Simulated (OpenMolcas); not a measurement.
An input for BSiH3ClO (SMILES [SiH3]O[B]Cl)

BSiH3ClO has 7 atoms, charge 0, and is taken as a doublet. SMILES: `[SiH3]O[B]Cl`. The coordinates come from a PBE0-D4/def2-TZVP relaxation. This is one conformer, not always the lowest.

| atom | x (Å) | y (Å) | z (Å) |
| --- | --- | --- | --- |
| Si | -0.5730 | 0.7754 | 0.3748 |
| O | 0.0449 | -0.6484 | -0.2336 |
| B | 1.2562 | -1.0421 | -0.5966 |
| Cl | 1.6050 | -2.6368 | -1.2191 |
| H | -1.2013 | 0.4568 | 1.6761 |
| H | 0.5156 | 1.7666 | 0.5412 |
| H | -1.5863 | 1.2604 | -0.5884 |

Settings wanted:

```
method                    : DFT
reference                 : UKS
relativity                : none
basis set                 : cc-pVDZ
task                      : gradient
functional                : PBE
dispersion                : none
nucleus                   : point
integration grid          : UltraFine
SCF convergence threshold : 1e-10
```

Task: Write the OpenMolcas 26.06 input and the command.

Result: One that was run (others would do as well):

struct.xyz:
```
7

Si    -0.573000     0.775400     0.374800
O      0.044900    -0.648400    -0.233600
B      1.256200    -1.042100    -0.596600
Cl     1.605000    -2.636800    -1.219100
H     -1.201300     0.456800     1.676100
H      0.515600     1.766600     0.541200
H     -1.586300     1.260400    -0.588400
```

calc.inp:
```
&GATEWAY
 BASLIB=$CurrDir
 COORD=struct.xyz
 BASIS=cc-pVDZ
 GROUP=NoSym

&SEWARD
 GRIDINPUT
 Grid=UltraFine
 End of Grid

&SCF
 UHF
 SPIN=2
 KSDFT=PBE
 THRESHOLDS=1e-10 1e-07 1e-07 1e-05
 PRORBITALS=1 1

&ALASKA
```

```bash
$ export MOLCAS_MEM=1860
$ pymolcas calc.inp > calc.log
```

(Basis files named in the input come from the Basis Set Exchange and aren't shown.)

Calculated total energy: -851.14706 Eh, largest force 1.329 eV/Å.
